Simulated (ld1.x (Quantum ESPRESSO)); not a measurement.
# Configuration tests for germanium (ultrasoft)

ld1.x (Quantum ESPRESSO) 7.5 input, shortened:

```
&input
   title='Ge', zed=32., rel=1, dft='PZ', iswitch=3,
   config='[Ar] 3d10 4s2 4p2'
 /
 &inputp
   pseudotype=3, tm=.true., lloc=-1, rcloc=1.40,
   nlcc=.true., rcore=1.90,
   which_augfun='PSQ', rmatch_augfun=1.25
 /
4
4S  1  0   2.00   0.00  1.65  1.80  0.0
4S  1  0   0.00   1.70  1.65  1.80  0.0
4P  2  1   2.00   0.00  1.90  2.35  0.0
4P  2  1   0.00   0.10  1.90  2.35  0.0
 &test
   configts(1)='4s2 4p2'
 /
```

Energies are relative to the spin-unpolarised reference configuration 4s2 4p2; without spin polarisation the order of configurations can differ from experiment. Spin-polarised rows fill each open shell by Hund’s rule, majority spin first.

```tsv
valence configuration	charge	ΔE all-electron (eV)	error AE − PS (meV)
4s2 4p1	+1	7.636	-6.0
4s2 4p0	+2	23.352	-43
4s1 4p0	+3	58.570	-186
4s1 4p2	+1	16.413	-15
4s2 4p2.3	-0.3	-0.928	0.0
4s0 4p4	0	16.359	+3.1
4s2 4p1 (spin-polarised)	+1	7.451	+5.4
```

Task: What are ΔE and the potential's error for 4s2 4p2 (spin-polarised)?

Result: ΔE = -0.563 eV all-electron; the error (AE − PS) is +27 meV.

Task: What are ΔE and the potential's error for 4s1 4p3?

Result: ΔE = 8.044 eV all-electron; the error (AE − PS) is -0.7 meV.
